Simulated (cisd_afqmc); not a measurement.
Input (AFQMC/CISD/cc-pV(T+d)Z; cisd_afqmc is a phaseless AFQMC code with CISD trial states that reads the integrals written by Ansatz): A basis named .json is the Basis Set Exchange file of that set.

Ansatz 0.2 input:
```python
import cisd_afqmc

open("ham.yaml", "w").write("""\
crystal:
  periodic: [false, false, false]
  atoms:
    - {symbol: C, position_ang: [-0.36083110, 1.46722472, -0.70096979]}
    - {symbol: C, position_ang: [-0.03491746, 0.02028454, -0.36294412]}
    - {symbol: C, position_ang: [1.29300045, -0.41337330, -0.96518313]}
    - {symbol: C, position_ang: [-1.16528278, -0.91842923, -0.75690812]}
    - {symbol: Cl, position_ang: [0.14185729, -0.08240892, 1.47451341]}
    - {symbol: H, position_ang: [-0.47340499, 1.56868579, -1.78364888]}
    - {symbol: H, position_ang: [-1.29087642, 1.77907072, -0.22695870]}
    - {symbol: H, position_ang: [0.43610402, 2.13388001, -0.37327498]}
    - {symbol: H, position_ang: [2.10156447, 0.24005857, -0.63934613]}
    - {symbol: H, position_ang: [1.53642523, -1.43589872, -0.67864364]}
    - {symbol: H, position_ang: [1.22785255, -0.36584109, -2.05543892]}
    - {symbol: H, position_ang: [-1.30092548, -0.88538022, -1.84119133]}
    - {symbol: H, position_ang: [-2.10098460, -0.62335794, -0.28329036]}
    - {symbol: H, position_ang: [-0.93914340, -1.94450595, -0.46890415]}
basis:
  gaussian:
    orbitals: cc-pV_T+d_Z.json
magnetization: {spin_polarized: false}
correlation: {method: ccsd, electrons: outside_noble_gas, hamiltonian_folder: ham}
""")
rep = cisd_afqmc.ansatz("ham.yaml")
e_ccsd = rep["correlation"]["coupled_cluster"]["energy"]["hartree"]
out = cisd_afqmc.run("ham", e_ccsd, trial="CISD", walkers=1000, populations=1, threads=12, dt=0.005, steps=40, early=24, settle=10, least=100,
    cut=5e-5, rank_cut=2e-4, target=0.0007, seconds=1500, seed=4, memory=62639, gpu=True)
```

Output:

```
orbitals 276, occupied [16], factors 1561 of 1616, rank of the doubles 1040 of 4160
E(HF) = -616.299716
E(CCSD) on the cut factors = -617.260574, shift to the whole factors -0.000020
Energy of the trial state on the determinant = -617.260520
  tau behind 7.2 of longer steps, mean of the populations' last blocks
   2.0  -617.30077
   4.0  -617.30325
   6.0  -617.30007
   8.0  -617.30087
  10.0  -617.30267
  12.0  -617.30200
  14.0  -617.30444
  16.0  -617.30082
  18.0  -617.30647
  20.0  -617.30250
  22.0  -617.30037
blocks 100 (0 outliers left out), error by blocks joined: 1: 0.00037, 2: 0.00045, 4: 0.00058, 8: 0.00056
E(AFQMC/CISD) = -617.30235 +/- 0.00058
```
